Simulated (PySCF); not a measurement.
Molecule: `CO[SiH2]N(C)C`, C3H11NOSi.

Geometry:
```json
{"atom": "C1", "x (Å)": "3.380", "y (Å)": "-0.161", "z (Å)": "-0.071"}
{"atom": "O2", "x (Å)": "2.027", "y (Å)": "-0.117", "z (Å)": "0.275"}
{"atom": "Si3", "x (Å)": "0.796", "y (Å)": "0.127", "z (Å)": "-0.829"}
{"atom": "N4", "x (Å)": "-0.734", "y (Å)": "0.247", "z (Å)": "-0.062"}
{"atom": "C5", "x (Å)": "-1.506", "y (Å)": "-0.918", "z (Å)": "0.291"}
{"atom": "C6", "x (Å)": "-1.168", "y (Å)": "1.466", "z (Å)": "0.574"}
{"atom": "H7", "x (Å)": "3.616", "y (Å)": "-1.015", "z (Å)": "-0.734"}
{"atom": "H8", "x (Å)": "3.714", "y (Å)": "0.763", "z (Å)": "-0.582"}
{"atom": "H9", "x (Å)": "3.982", "y (Å)": "-0.273", "z (Å)": "0.844"}
{"atom": "H10", "x (Å)": "1.072", "y (Å)": "1.408", "z (Å)": "-1.551"}
{"atom": "H11", "x (Å)": "0.752", "y (Å)": "-1.033", "z (Å)": "-1.771"}
{"atom": "H12", "x (Å)": "-1.444", "y (Å)": "-1.158", "z (Å)": "1.371"}
{"atom": "H13", "x (Å)": "-1.156", "y (Å)": "-1.799", "z (Å)": "-0.267"}
{"atom": "H14", "x (Å)": "-2.575", "y (Å)": "-0.772", "z (Å)": "0.047"}
{"atom": "H15", "x (Å)": "-2.223", "y (Å)": "1.688", "z (Å)": "0.325"}
{"atom": "H16", "x (Å)": "-0.561", "y (Å)": "2.318", "z (Å)": "0.234"}
{"atom": "H17", "x (Å)": "-1.090", "y (Å)": "1.419", "z (Å)": "1.678"}
```

Geometry PBE0-D3(BJ)/def2-SVP throughout; GIAO in PySCF, gas phase, one conformer, non-relativistic; equivalent atoms averaged; basis pcSseg-1.

Problem. How do the shifts δ (against TMS, H2O, NH3 at the same level) depend on the functional? (ppm; last column core-seconds on shared hosts with different chips, so compare them loosely; the GGAs took longer than the global hybrids here, which isn't the general rule, and the cause wasn't traced)

Solution. 
```
functional                    kind    C1  C5/C6    O2    Si3    N4  H10/H11  H7/H8/H9  H12/H13/H14/H15/H16/H17  core-s
        HF            Hartree–Fock  45.1   35.9  -3.7  -24.7  13.4     3.97      3.29                     2.42     8.7
       LDA                     LDA  50.6   42.1  43.2  -12.9  56.9     5.06      3.64                     2.73      22
       PBE                     GGA  50.7   41.6  38.8  -20.6  50.9     4.82      3.59                     2.69      27
      BLYP                     GGA  51.3   42.0  42.0  -27.3  53.6     4.66      3.62                     2.70      27
      BP86                     GGA  51.1   41.9  36.6  -21.4  48.2     4.80      3.59                     2.69      27
      OPBE                     GGA  49.6   39.8  30.7  -19.3  42.0     4.73      3.51                     2.63      28
       KT2                     GGA  50.0   41.7  35.8  -19.1  49.9     4.79      3.56                     2.73      25
       KT3                     GGA  49.7   40.6  33.5  -24.4  46.7     4.56      3.51                     2.67      23
     B97-D                     GGA  50.7   41.1  32.6  -26.2  45.1     4.58      3.59                     2.69      23
     B3LYP           global hybrid  50.0   40.7  30.2  -24.5  43.6     4.48      3.51                     2.62      16
      PBE0           global hybrid  49.4   40.1  24.6  -18.5  38.6     4.57      3.46                     2.60      18
  mPW1PW91           global hybrid  49.5   40.0  23.9  -19.4  37.5     4.53      3.45                     2.58      16
      WP04           global hybrid  51.8   40.7  19.2  -34.6  33.1     3.86      3.31                     2.45      17
     B97-2           global hybrid  49.5   39.9  23.0  -21.8  36.8     4.47      3.46                     2.59      16
 BHandHLYP           global hybrid  48.2   38.8  16.4  -23.2  31.8     4.24      3.40                     2.53      16
 CAM-B3LYP  range-separated hybrid  49.4   39.6  25.5  -20.3  38.6     4.44      3.50                     2.58      23
   wB97X-D  range-separated hybrid  49.6   39.9  19.9  -18.1  32.7     4.49      3.45                     2.56      23
   LC-wPBE  range-separated hybrid  49.1   38.2  15.2  -13.0  26.5     4.43      3.42                     2.49      34
```

Problem. Which nucleus moves most, in ppm?

Solution. O2 (oxygen bonded to C, Si): from -3.7 ppm with HF to 43.2 ppm with LDA. The smallest spread is 0.32 ppm, at H12/H13/H14/H15/H16/H17. Proton shifts span only some 12 ppm, so a few tenths of a ppm matter as much there as several ppm in carbon.
